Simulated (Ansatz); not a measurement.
The cluster Cu₂O. Total charge 0; singlet. Geometry r2SCAN-D4/def2-TZVP.

```tsv
atom	x (Å)	y (Å)	z (Å)
Cu1	-1.240	0.376	0.029
Cu2	0.764	-1.025	0.215
O3	0.476	0.648	-0.244
```

The structure comes from a short search, and lower isomers may exist.

**Question.** Estimate the orbital energies around the gap (eV) in Ansatz with PBE-D4/def2-TZVP, r2SCAN-D4/def2-TZVPD, PBE0-D4/def2-TZVP, BHLYP-D4/def2-TZVP, ωB97X-V/def2-TZVP.

**Answer.** 
```json
{"orbital": "HOMO−13", "PBE-D4/def2-TZVP": "-21.68", "r2SCAN-D4/def2-TZVPD": "-22.90", "PBE0-D4/def2-TZVP": "-23.91", "BHLYP-D4/def2-TZVP": "-26.09", "ωB97X-V/def2-TZVP": "-26.34"}
{"orbital": "HOMO−12", "PBE-D4/def2-TZVP": "-8.75", "r2SCAN-D4/def2-TZVPD": "-8.98", "PBE0-D4/def2-TZVP": "-9.92", "BHLYP-D4/def2-TZVP": "-11.34", "ωB97X-V/def2-TZVP": "-12.27"}
{"orbital": "HOMO−11", "PBE-D4/def2-TZVP": "-8.60", "r2SCAN-D4/def2-TZVPD": "-8.84", "PBE0-D4/def2-TZVP": "-9.82", "BHLYP-D4/def2-TZVP": "-11.33", "ωB97X-V/def2-TZVP": "-12.21"}
{"orbital": "HOMO−10", "PBE-D4/def2-TZVP": "-7.69", "r2SCAN-D4/def2-TZVPD": "-8.00", "PBE0-D4/def2-TZVP": "-9.32", "BHLYP-D4/def2-TZVP": "-11.11", "ωB97X-V/def2-TZVP": "-11.80"}
{"orbital": "HOMO−9", "PBE-D4/def2-TZVP": "-6.80", "r2SCAN-D4/def2-TZVPD": "-6.99", "PBE0-D4/def2-TZVP": "-8.44", "BHLYP-D4/def2-TZVP": "-10.26", "ωB97X-V/def2-TZVP": "-10.97"}
{"orbital": "HOMO−8", "PBE-D4/def2-TZVP": "-6.26", "r2SCAN-D4/def2-TZVPD": "-6.49", "PBE0-D4/def2-TZVP": "-8.13", "BHLYP-D4/def2-TZVP": "-10.11", "ωB97X-V/def2-TZVP": "-10.64"}
{"orbital": "HOMO−7", "PBE-D4/def2-TZVP": "-6.17", "r2SCAN-D4/def2-TZVPD": "-6.40", "PBE0-D4/def2-TZVP": "-8.04", "BHLYP-D4/def2-TZVP": "-10.03", "ωB97X-V/def2-TZVP": "-10.53"}
{"orbital": "HOMO−6", "PBE-D4/def2-TZVP": "-6.17", "r2SCAN-D4/def2-TZVPD": "-6.38", "PBE0-D4/def2-TZVP": "-7.98", "BHLYP-D4/def2-TZVP": "-9.86", "ωB97X-V/def2-TZVP": "-10.48"}
{"orbital": "HOMO−5", "PBE-D4/def2-TZVP": "-6.16", "r2SCAN-D4/def2-TZVPD": "-6.32", "PBE0-D4/def2-TZVP": "-7.80", "BHLYP-D4/def2-TZVP": "-9.76", "ωB97X-V/def2-TZVP": "-10.26"}
{"orbital": "HOMO−4", "PBE-D4/def2-TZVP": "-5.92", "r2SCAN-D4/def2-TZVPD": "-6.14", "PBE0-D4/def2-TZVP": "-7.77", "BHLYP-D4/def2-TZVP": "-9.75", "ωB97X-V/def2-TZVP": "-10.25"}
{"orbital": "HOMO−3", "PBE-D4/def2-TZVP": "-5.91", "r2SCAN-D4/def2-TZVPD": "-6.13", "PBE0-D4/def2-TZVP": "-7.74", "BHLYP-D4/def2-TZVP": "-9.56", "ωB97X-V/def2-TZVP": "-10.21"}
{"orbital": "HOMO−2", "PBE-D4/def2-TZVP": "-5.56", "r2SCAN-D4/def2-TZVPD": "-5.72", "PBE0-D4/def2-TZVP": "-6.52", "BHLYP-D4/def2-TZVP": "-7.45", "ωB97X-V/def2-TZVP": "-8.74"}
{"orbital": "HOMO−1", "PBE-D4/def2-TZVP": "-4.93", "r2SCAN-D4/def2-TZVPD": "-5.07", "PBE0-D4/def2-TZVP": "-6.01", "BHLYP-D4/def2-TZVP": "-7.22", "ωB97X-V/def2-TZVP": "-8.27"}
{"orbital": "HOMO", "PBE-D4/def2-TZVP": "-4.67", "r2SCAN-D4/def2-TZVPD": "-4.96", "PBE0-D4/def2-TZVP": "-5.95", "BHLYP-D4/def2-TZVP": "-7.16", "ωB97X-V/def2-TZVP": "-8.23"}
{"orbital": "LUMO", "PBE-D4/def2-TZVP": "-3.49", "r2SCAN-D4/def2-TZVPD": "-3.36", "PBE0-D4/def2-TZVP": "-2.35", "BHLYP-D4/def2-TZVP": "-1.51", "ωB97X-V/def2-TZVP": "-0.33"}
{"orbital": "LUMO+1", "PBE-D4/def2-TZVP": "-2.82", "r2SCAN-D4/def2-TZVPD": "-2.61", "PBE0-D4/def2-TZVP": "-1.74", "BHLYP-D4/def2-TZVP": "-0.95", "ωB97X-V/def2-TZVP": "0.20"}
{"orbital": "LUMO+2", "PBE-D4/def2-TZVP": "0.15", "r2SCAN-D4/def2-TZVPD": "-0.51", "PBE0-D4/def2-TZVP": "1.23", "BHLYP-D4/def2-TZVP": "2.17", "ωB97X-V/def2-TZVP": "3.19"}
{"orbital": "LUMO+3", "PBE-D4/def2-TZVP": "1.26", "r2SCAN-D4/def2-TZVPD": "-0.27", "PBE0-D4/def2-TZVP": "2.38", "BHLYP-D4/def2-TZVP": "3.10", "ωB97X-V/def2-TZVP": "4.24"}
{"orbital": "LUMO+4", "PBE-D4/def2-TZVP": "1.42", "r2SCAN-D4/def2-TZVPD": "0.81", "PBE0-D4/def2-TZVP": "2.44", "BHLYP-D4/def2-TZVP": "3.38", "ωB97X-V/def2-TZVP": "4.46"}
{"orbital": "LUMO+5", "PBE-D4/def2-TZVP": "1.90", "r2SCAN-D4/def2-TZVPD": "1.15", "PBE0-D4/def2-TZVP": "2.75", "BHLYP-D4/def2-TZVP": "3.48", "ωB97X-V/def2-TZVP": "4.58"}
```
